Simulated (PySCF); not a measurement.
This script is equivalent to a calculation on Sr²⁺ (strontium, charge +2).

```python
from pyscf import gto, scf, dft, mp, cc
import basis_set_exchange as bse
mol = gto.M(atom="Sr 0 0 0", charge=2, spin=0, symmetry="D2h",
            basis=gto.basis.parse(bse.get_basis("x2c-TZVPPall", elements=["Sr"], fmt="nwchem", augment_diffuse=1)),
            nucmod="G")
mf = dft.UKS(mol, xc="PBE").sfx2c1e()
mf.irrep_nelec = {'Ag': (6, 6), 'B1g': (1, 1), 'B2g': (1, 1), 'B3g': (1, 1), 'B1u': (3, 3), 'B2u': (3, 3), 'B3u': (3, 3)}
mf.kernel()
```

Task: What total energy does it give?

Result: -3178.24 hartree (calculated).

Task: Which occupied shell lies highest, and where?

Result: 4p, at -36.535 eV.
